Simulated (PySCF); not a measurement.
PySCF input (M06-2X/def2-TZVPD):

```python
from pyscf import gto, scf, dft

mol = gto.M(
    atom='''
    Ba   -0.00000000   -0.00000000   -0.60464707
    Cl    0.00000000    0.00000000    1.99177858
    ''',
    basis='def2-tzvpd',
    ecp='def2-tzvp',
    charge=1,
    spin=0,
    verbose=4,
)

mf = dft.RKS(mol, xc='m062x').density_fit(auxbasis='def2-universal-jkfit')
mf.grids.level = 4
mf.conv_tol = 1e-9
mf.max_cycle = 100
mf.max_memory = 1500
mf.kernel()
if not mf.converged:
    mf = mf.newton()
    mf.kernel(mf.make_rdm1())
mf.analyze()
```

Output:

```
ECP def2-tzvp not found for  Cl
PySCF version 2.14.0

[INPUT] verbose = 4
[INPUT] num. atoms = 2
[INPUT] num. electrons = 26
[INPUT] charge = 1
[INPUT] spin (= nelec alpha-beta = 2S) = 0
[INPUT] symmetry False subgroup None
[INPUT] Mole.unit = angstrom
[INPUT] Symbol           X                Y                Z      unit          X                Y                Z       unit  Magmom
[INPUT]  1 Ba     0.000000000000   0.000000000000  -0.604647070000 AA    0.000000000000   0.000000000000  -1.142617364321 Bohr   0.0
[INPUT]  2 Cl     0.000000000000   0.000000000000   1.991778580000 AA    0.000000000000   0.000000000000   3.763916016975 Bohr   0.0

nuclear repulsion = 34.6476803048067
number of shells = 30
number of NR pGTOs = 132
number of NR cGTOs = 86
basis = def2-tzvpd
ecp = def2-tzvp

******** <class 'pyscf.df.df_jk.DFRKS'> ********
method = DFRKS
initial guess = minao
damping factor = 0
level_shift factor = 0
DIIS = <class 'pyscf.scf.diis.CDIIS'>
diis_start_cycle = 1
diis_space = 8
diis_damp = 0
SCF conv_tol = 1e-09
SCF conv_tol_grad = None
SCF max_cycles = 100
direct_scf = False
XC library pyscf.dft.libxc version 7.1.2
    S. Lehtola, C. Steigemann, M. J. T. Oliveira, and M. A. L. Marques,  SoftwareX 7, 1–5 (2018)
XC functionals = m062x
    Y. Zhao and D. G. Truhlar,  Theor. Chem. Acc. 120, 215 (2008)
    Y. Zhao and D. G. Truhlar,  Theor. Chem. Acc. 120, 215 (2008)
radial grids:
    Treutler-Ahlrichs [JCP 102, 346 (1995); DOI:10.1063/1.469408] (M4) radial grids

becke partition: Becke, JCP 88, 2547 (1988); DOI:10.1063/1.454033
pruning grids: <function nwchem_prune>
grids dens level: 4
symmetrized grids: False
atomic radii adjust function: <function treutler_atomic_radii_adjust>
small_rho_cutoff = 0
Set gradient conv threshold to 3.16228e-05
Initial guess from minao.
tot grids = 63336
******** <class 'pyscf.df.df.DF'> ********
auxbasis = def2-universal-jkfit
init E= -480.415358041795
  HOMO = -0.546399344437602  LUMO = -0.262328861542467  gap/eV = 7.72995
cycle= 1 E= -485.457034451057  delta_E= -5.04  |g|= 0.373  |ddm|= 6.96
  HOMO = -0.406471430563664  LUMO = -0.23037893470285  gap/eV = 4.79172
cycle= 2 E= -485.46664229209  delta_E= -0.00961  |g|= 0.353  |ddm|= 0.77
  HOMO = -0.497056988106275  LUMO = -0.22076973393228  gap/eV = 7.51816
cycle= 3 E= -485.499336615881  delta_E= -0.0327  |g|= 0.0347  |ddm|= 0.393
  HOMO = -0.49590298010741  LUMO = -0.222661450920866  gap/eV = 7.43528
cycle= 4 E= -485.499596972496  delta_E= -0.00026  |g|= 0.0137  |ddm|= 0.0453
  HOMO = -0.496930421840818  LUMO = -0.221837100843312  gap/eV = 7.48567
cycle= 5 E= -485.499646891622  delta_E= -4.99e-05  |g|= 0.00154  |ddm|= 0.0139
  HOMO = -0.496726546724032  LUMO = -0.221729098406754  gap/eV = 7.48306
cycle= 6 E= -485.499648838173  delta_E= -1.95e-06  |g|= 0.000283  |ddm|= 0.00567
  HOMO = -0.496713747465141  LUMO = -0.221726393500477  gap/eV = 7.48279
cycle= 7 E= -485.499648973479  delta_E= -1.35e-07  |g|= 6.67e-05  |ddm|= 0.00175
  HOMO = -0.496715713455512  LUMO = -0.221724613679875  gap/eV = 7.48289
cycle= 8 E= -485.499648977078  delta_E= -3.6e-09  |g|= 1.57e-05  |ddm|= 0.000253
  HOMO = -0.49671417781853  LUMO = -0.221726380168902  gap/eV = 7.48280
cycle= 9 E= -485.499648977276  delta_E= -1.98e-10  |g|= 1.83e-06  |ddm|= 5.74e-05
  HOMO = -0.496714804833472  LUMO = -0.221726256502845  gap/eV = 7.48282
Extra cycle  E= -485.499648977277  delta_E= -1.25e-12  |g|= 1.05e-06  |ddm|= 4.25e-06
converged SCF energy = -485.499648977277
**** SCF Summaries ****
Total Energy =                        -485.499648977277388
Nuclear Repulsion Energy =              34.647680304806727
One-electron Energy =                 -742.976691003823021
Two-electron Energy =                  222.829361721738906
Two-electron Coulomb Energy =          254.599001012220839
DFT Exchange-Correlation Energy =      -31.769639290481926
HOMO-LUMO gap [eV] =                     7.482819539704143
**** MO energy ****
MO #1   energy= -102.726549892546  occ= 2
MO #2   energy= -9.8905786083584   occ= 2
MO #3   energy= -7.60923017411315  occ= 2
MO #4   energy= -7.60898408970577  occ= 2
MO #5   energy= -7.60898408970561  occ= 2
MO #6   energy= -1.61768817151051  occ= 2
MO #7   energy= -1.04514032333152  occ= 2
MO #8   energy= -0.996779996912195 occ= 2
MO #9   energy= -0.996779996912154 occ= 2
MO #10  energy= -0.939800339591823 occ= 2
MO #11  energy= -0.505613658007369 occ= 2
MO #12  energy= -0.496714804833513 occ= 2
MO #13  energy= -0.496714804833472 occ= 2
MO #14  energy= -0.221726256502845 occ= 0
MO #15  energy= -0.185341418322898 occ= 0
MO #16  energy= -0.185336041573773 occ= 0
MO #17  energy= -0.173277741394102 occ= 0
MO #18  energy= -0.173277741394082 occ= 0
MO #19  energy= -0.164729222585916 occ= 0
MO #20  energy= -0.130435121721407 occ= 0
MO #21  energy= -0.130435121721028 occ= 0
MO #22  energy= -0.0825799148426818 occ= 0
MO #23  energy= -0.0702318339538308 occ= 0
MO #24  energy= -0.0482479466800771 occ= 0
MO #25  energy= -0.0482479466800278 occ= 0
MO #26  energy= -0.0416628975210795 occ= 0
MO #27  energy= -0.0395918327562799 occ= 0
MO #28  energy= -0.0395908043570068 occ= 0
MO #29  energy= -0.0388171986309332 occ= 0
MO #30  energy= -0.0388171986308351 occ= 0
MO #31  energy= -0.00954399788059701 occ= 0
MO #32  energy= 0.00148289778624419 occ= 0
MO #33  energy= 0.00148289778641185 occ= 0
MO #34  energy= 0.00211738969370628 occ= 0
MO #35  energy= 0.102003444718371  occ= 0
MO #36  energy= 0.102004830570047  occ= 0
MO #37  energy= 0.124718012097289  occ= 0
MO #38  energy= 0.158391005200091  occ= 0
MO #39  energy= 0.158391005200163  occ= 0
MO #40  energy= 0.18724619247444   occ= 0
MO #41  energy= 0.372603202817347  occ= 0
MO #42  energy= 0.396317642545544  occ= 0
MO #43  energy= 0.396317642545821  occ= 0
MO #44  energy= 0.400996921913703  occ= 0
MO #45  energy= 0.401001147795782  occ= 0
MO #46  energy= 0.439545027341616  occ= 0
MO #47  energy= 0.439545027341702  occ= 0
MO #48  energy= 0.445534797198974  occ= 0
MO #49  energy= 0.490509556292806  occ= 0
MO #50  energy= 0.547291029803822  occ= 0
MO #51  energy= 0.547294066976755  occ= 0
MO #52  energy= 0.565893535763458  occ= 0
MO #53  energy= 0.565893535763751  occ= 0
MO #54  energy= 0.630135791680434  occ= 0
MO #55  energy= 0.712211910879879  occ= 0
MO #56  energy= 0.712211910879916  occ= 0
MO #57  energy= 0.723250735435876  occ= 0
MO #58  energy= 0.723273142815289  occ= 0
MO #59  energy= 0.758114177413461  occ= 0
MO #60  energy= 0.758114177413866  occ= 0
MO #61  energy= 0.766909968250297  occ= 0
MO #62  energy= 0.983753042087247  occ= 0
MO #63  energy= 1.85342180238363   occ= 0
MO #64  energy= 1.85367264093255   occ= 0
MO #65  energy= 1.88007946955638   occ= 0
MO #66  energy= 1.88007946955667   occ= 0
MO #67  energy= 1.93852917765717   occ= 0
MO #68  energy= 2.01310276422187   occ= 0
MO #69  energy= 2.01330833349987   occ= 0
MO #70  energy= 2.01731193727616   occ= 0
MO #71  energy= 2.01731193727623   occ= 0
MO #72  energy= 2.02162536158095   occ= 0
MO #73  energy= 2.02162536158104   occ= 0
MO #74  energy= 2.1041826622286    occ= 0
MO #75  energy= 2.21093860601846   occ= 0
MO #76  energy= 2.21093860601867   occ= 0
MO #77  energy= 2.28005677356032   occ= 0
MO #78  energy= 5.32623433934387   occ= 0
MO #79  energy= 5.32623433934425   occ= 0
MO #80  energy= 10.0937654398728   occ= 0
MO #81  energy= 10.7458366007741   occ= 0
MO #82  energy= 10.7458366007742   occ= 0
MO #83  energy= 10.8191159595211   occ= 0
MO #84  energy= 24.8735042402155   occ= 0
MO #85  energy= 25.7493674628201   occ= 0
MO #86  energy= 256.519099405995   occ= 0
 ** Mulliken pop on meta-lowdin orthogonal AOs  **
 ** Mulliken pop  **
pop of  0 Ba 5s           1.87566
pop of  0 Ba 6s           0.06193
pop of  0 Ba 7s           0.00926
pop of  0 Ba 8s           0.02983
pop of  0 Ba 9s           0.00260
pop of  0 Ba 10s          0.04376
pop of  0 Ba 5px          0.00717
pop of  0 Ba 5py          0.00717
pop of  0 Ba 5pz          0.12888
pop of  0 Ba 6px          0.78188
pop of  0 Ba 6py          0.78102
pop of  0 Ba 6pz          0.78782
pop of  0 Ba 7px          1.14443
pop of  0 Ba 7py          1.14496
pop of  0 Ba 7pz          1.02672
pop of  0 Ba 8px          0.00016
pop of  0 Ba 8py          0.00016
pop of  0 Ba 8pz          0.00169
pop of  0 Ba 5dxy         0.00302
pop of  0 Ba 5dyz         0.00111
pop of  0 Ba 5dz^2        0.00000
pop of  0 Ba 5dxz         0.00000
pop of  0 Ba 5dx2-y2      0.00608
pop of  0 Ba 6dxy         0.05859
pop of  0 Ba 6dyz         0.01725
pop of  0 Ba 6dz^2        0.00000
pop of  0 Ba 6dxz         0.00000
pop of  0 Ba 6dx2-y2      0.03249
pop of  0 Ba 7dxy         0.05821
pop of  0 Ba 7dyz         0.02483
pop of  0 Ba 7dz^2        0.00000
pop of  0 Ba 7dxz         0.00000
pop of  0 Ba 7dx2-y2      0.00340
pop of  0 Ba 4f-3         0.00000
pop of  0 Ba 4f-2         0.00000
pop of  0 Ba 4f-1         0.00076
pop of  0 Ba 4f+0         0.00210
pop of  0 Ba 4f+1         0.00078
pop of  0 Ba 4f+2         0.00000
pop of  0 Ba 4f+3         0.00000
pop of  1 Cl 1s           1.99999
pop of  1 Cl 2s           1.99963
pop of  1 Cl 3s           1.95786
pop of  1 Cl 4s           0.04479
pop of  1 Cl 5s           0.01452
pop of  1 Cl 6s           0.00453
pop of  1 Cl 2px          1.99998
pop of  1 Cl 2py          1.99998
pop of  1 Cl 2pz          1.99985
pop of  1 Cl 3px          1.94292
pop of  1 Cl 3py          1.94292
pop of  1 Cl 3pz          1.75457
pop of  1 Cl 4px          0.01436
pop of  1 Cl 4py          0.01527
pop of  1 Cl 4pz          0.04465
pop of  1 Cl 5px          0.00451
pop of  1 Cl 5py          0.00498
pop of  1 Cl 5pz          0.00684
pop of  1 Cl 6px          0.00140
pop of  1 Cl 6py          0.00159
pop of  1 Cl 6pz          0.01805
pop of  1 Cl 7px          0.00051
pop of  1 Cl 7py          0.00057
pop of  1 Cl 7pz          0.01000
pop of  1 Cl 3dxy         0.00000
pop of  1 Cl 3dyz         0.01046
pop of  1 Cl 3dz^2        0.02007
pop of  1 Cl 3dxz         0.01028
pop of  1 Cl 3dx2-y2      0.00000
pop of  1 Cl 4dxy         0.00000
pop of  1 Cl 4dyz         0.01909
pop of  1 Cl 4dz^2        0.02253
pop of  1 Cl 4dxz         0.01918
pop of  1 Cl 4dx2-y2      0.00000
pop of  1 Cl 5dxy         0.00000
pop of  1 Cl 5dyz         0.02875
pop of  1 Cl 5dz^2        0.01062
pop of  1 Cl 5dxz         0.02894
pop of  1 Cl 5dx2-y2      0.00000
pop of  1 Cl 4f-3         0.00000
pop of  1 Cl 4f-2         0.00000
pop of  1 Cl 4f-1         0.00032
pop of  1 Cl 4f+0         0.00143
pop of  1 Cl 4f+1         0.00033
pop of  1 Cl 4f+2         0.00000
pop of  1 Cl 4f+3         0.00000
 ** Mulliken atomic charges  **
charge of    0Ba =      1.95627
charge of    1Cl =     -0.95627

WARN: System has nonzero charge 1; the dipole moment is origin-dependent.
Location of origin: [0. 0. 0.]

Dipole moment(X, Y, Z, Debye): -0.00000, -0.00000, -8.88570
```
